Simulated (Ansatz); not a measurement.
Computed with frozen-core CCSD(T)/cc-pVTZ // B3LYP-D3(BJ)/def2-SVP run with Ansatz (an electronic-structure program).

Ansatz 0.2 input:
```yaml
crystal:
  periodic: [false, false, false]
  atoms:
    - { symbol: C, position_ang: [-0.758363, -1.35065, 0.294063] }
    - { symbol: B, position_ang: [0.004595, -0.008073, -0.024737] }
    - { symbol: C, position_ang: [-0.810409, 1.333169, -0.166925] }
    - { symbol: C, position_ang: [1.574502, 0.007422, -0.160718] }
    - { symbol: H, position_ang: [-1.719921, -1.424334, -0.242928] }
    - { symbol: H, position_ang: [-1.031052, -1.316905, 1.368297] }
    - { symbol: H, position_ang: [-0.180217, -2.273386, 0.131429] }
    - { symbol: H, position_ang: [-0.945269, 1.486992, -1.257791] }
    - { symbol: H, position_ang: [-0.264614, 2.221954, 0.191081] }
    - { symbol: H, position_ang: [-1.818909, 1.31572, 0.275867] }
    - { symbol: H, position_ang: [1.972295, -0.021251, 0.874909] }
    - { symbol: H, position_ang: [1.981502, -0.888464, -0.658143] }
    - { symbol: H, position_ang: [1.990608, 0.91184, -0.632116] }
basis:
  gaussian: { orbitals: cc-pVTZ }
correlation:
  method: ccsd_t
```

Output:

```
Functional definition: HF
1361 factors; integrals over basis functions are off by at most 1.2e-3 eV
mean field evaluation 1: about -3903.4379 eV, gradient 3.8e1 eV
mean field evaluation 2: about -3903.4360 eV, gradient 3.8e1 eV
mean field evaluation 4: about -3907.3713 eV, gradient 3.2e0 eV
mean field evaluation 8: about -3907.4188 eV, gradient 1.4e-1 eV
mean field evaluation 16: about -3907.4228 eV, gradient 4.5e-1 eV
mean field -3907.41886591 eV, -143.5949947786 hartree, gradient 6.1e-6 eV, S^2 0.000000; 0 other end points of the search recorded, 0 dependent functions left out
4 core orbitals not correlated
reference -3907.41886591 eV, -143.5949947786 hartree; 12, 12 occupied and 230, 230 virtual orbitals, 1361 factors
second order -17.44078026 eV of doubles, -0.00000000 eV of singles
cycle   1  -18.36269396 eV  change   -9.2e-1 eV  update   7.9e-2
cycle   2  -18.78782373 eV  change   -4.3e-1 eV  update   2.2e-2
cycle   3  -18.84321846 eV  change   -5.5e-2 eV  update   8.2e-3
cycle   4  -18.84027785 eV  change    2.9e-3 eV  update   1.9e-3
cycle   5  -18.84010140 eV  change    1.8e-4 eV  update   6.5e-4
cycle   6  -18.84000549 eV  change    9.6e-5 eV  update   1.8e-4
cycle   7  -18.83995320 eV  change    5.2e-5 eV  update   5.1e-5
cycle   8  -18.83995159 eV  change    1.6e-6 eV  update   1.8e-5
perturbative correction -0.70007914 eV, -0.0257274339 hartree
Total energy: -3926.95889664 eV, -144.3130776632 hartree
```

Cost: roughly 4 core-minutes.
